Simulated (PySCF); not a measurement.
## Working out the excitation energy of O+

O+ [He] 2s2 2p3 (4S) → O+ [He] 2s1 2p4 (4P). Calculation: PySCF 2.14, in x2c-QZVPPall; scalar relativity by spin-free X2C-1e. Frozen: 1s2. Energies in hartree (1 hartree = 27.21139 eV):

| part | O+ (lower) | O+ (upper) |
| --- | --- | --- |
| UHF | -74.429541 | -73.880091 |
| CCSD correlation | -0.119895 | -0.120698 |
| (T) | -0.001930 | -0.002382 |

**Question.** What does Hartree-Fock give?

**Answer.** (-73.880091) − (-74.429541) = 0.549450 hartree = 14.951 eV.

**Question.** What do CCSD and CCSD(T) give?

**Answer.** The CCSD correlation energies differ by -0.000803 hartree = -0.022 eV and the triples by -0.000452 hartree = -0.012 eV, so CCSD gives 14.929 eV and CCSD(T) 14.917 eV.

Measured between the centres of the two terms (NIST): 14.870 eV, so CCSD(T) (valence) is off by 0.047 eV.

What remains against the reference includes basis incompleteness, the frozen core and higher excitations.
